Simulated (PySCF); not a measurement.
## C5H5O3: g tensor and hyperfine couplings

C5H5O3 (doublet state).
Numbering: `[O:1]=[C:2]([OH:3])[C:4]1[CH2:5][CH:6]=[CH:7][O:8]1` (hydrogens: H9 on O3; H10, H11 on C5; H12 on C6; H13 on C7)

Structure used (GFN2-xTB), in Å, numbered top down from 1:
```xyz
13
C5H5O3 angstrom
O      2.0412   -1.6263   -0.2610
C      1.7280   -0.4792    0.0245
O      2.6494    0.4568    0.3646
C      0.3880   -0.0074    0.0321
C     -0.8318   -0.8033   -0.2950
C     -1.8885    0.2359   -0.1076
C     -1.2905    1.3749    0.2558
O      0.0562    1.2638    0.3486
H      3.5273    0.0498    0.3322
H     -0.9503   -1.6697    0.3667
H     -0.7984   -1.2084   -1.3133
H     -2.9369    0.0710   -0.2470
H     -1.6979    2.3425    0.4815
```

The hyperfine couplings belong to this conformer and change with its torsions.

Theory: PySCF 2.14.0, UKS B3LYP, pcH-1 on C H O, non-relativistic, mean-field spin-orbit, GIAO. The structure is a single GFN2-xTB conformer in the gas phase; no vibrational or solvent corrections. A GFN2-xTB geometry isn't a minimum of the functional, and hyperfine couplings can be far from their values at a DFT geometry. No stability test was run, so a lower SCF solution isn't excluded.

- g1, g2, g3: 2.00207, 2.00411, 2.00560
- g_iso: 2.00393
- Form of g: rhombic: the two nearest values differ by 42 % of g3 − g1
- ⟨S²⟩: 0.7567 (exact 0.7500)
- α and β electrons: 30, 29
- Total energy: -419.18487 Eh
- Basis functions: 250

Hyperfine couplings atom by atom, in MHz; T1 to T3 are the principal values of the dipolar part:

```json
{"atom": "O1", "isotope": "17O", "a_iso": "-12.4", "T1": "-55.9", "T2": "27.9", "T3": "28.1", "Mulliken spin population": "0.17"}
{"atom": "C2", "isotope": "13C", "a_iso": "-31.2", "T1": "-3.4", "T2": "0.6", "T3": "2.8", "Mulliken spin population": "-0.02"}
{"atom": "O3", "isotope": "17O", "a_iso": "1.5", "T1": "-8.1", "T2": "3.3", "T3": "4.8", "Mulliken spin population": "0.02"}
{"atom": "C4", "isotope": "13C", "a_iso": "55.0", "T1": "-57.1", "T2": "-56.4", "T3": "113.6", "Mulliken spin population": "0.64"}
{"atom": "C5", "isotope": "13C", "a_iso": "-31.4", "T1": "-1.7", "T2": "0.2", "T3": "1.5", "Mulliken spin population": "-0.08"}
{"atom": "C6", "isotope": "13C", "a_iso": "8.9", "T1": "-8.7", "T2": "-6.1", "T3": "14.7", "Mulliken spin population": "0.11"}
{"atom": "C7", "isotope": "13C", "a_iso": "-10.8", "T1": "-9.2", "T2": "3.4", "T3": "5.9", "Mulliken spin population": "-0.06"}
{"atom": "O8", "isotope": "17O", "a_iso": "-18.7", "T1": "-58.3", "T2": "28.2", "T3": "30.1", "Mulliken spin population": "0.12"}
{"atom": "H9", "isotope": "1H", "a_iso": "-3.3", "T1": "-2.7", "T2": "-2.1", "T3": "4.8", "Mulliken spin population": "0.00"}
{"atom": "H10", "isotope": "1H", "a_iso": "132.5", "T1": "-4.1", "T2": "-2.2", "T3": "6.4", "Mulliken spin population": "0.05"}
{"atom": "H11", "isotope": "1H", "a_iso": "133.0", "T1": "-4.2", "T2": "-2.3", "T3": "6.4", "Mulliken spin population": "0.05"}
{"atom": "H12", "isotope": "1H", "a_iso": "-7.7", "T1": "-4.7", "T2": "-1.4", "T3": "6.1", "Mulliken spin population": "0.00"}
{"atom": "H13", "isotope": "1H", "a_iso": "1.3", "T1": "-2.6", "T2": "-1.3", "T3": "3.9", "Mulliken spin population": "0.00"}
```

The largest Mulliken spin populations are on C4 (+0.64), O1 (+0.17), O8 (+0.12) and C6 (+0.11). The angles at C4 add up to 360.0°, so it is planar.

Axes: g3 points within 3° of the C2–C4 bond.

Under fast tumbling the dipolar parts average out, and these isotropic splittings remain: 2 × 1H (H10/H11, I = 1/2, 3 lines) with 4.73 mT, 1 × 1H (H12, I = 1/2, 2 lines) with 0.27 mT, 1 × 1H (H9, I = 1/2, 2 lines) with 0.12 mT and 1 × 1H (H13, I = 1/2, 2 lines) with 0.05 mT.

Means are taken over nuclei equivalent by connectivity, which assumes that they swap fast.

The 13C coupling of C4 (55.0 MHz) shows only in satellite lines or after enrichment, since that isotope makes up about 1.07 % of natural carbon.

The 17O coupling of O8 (-18.7 MHz) shows only in satellite lines or after enrichment, since that isotope makes up about 0.038 % of natural oxygen.
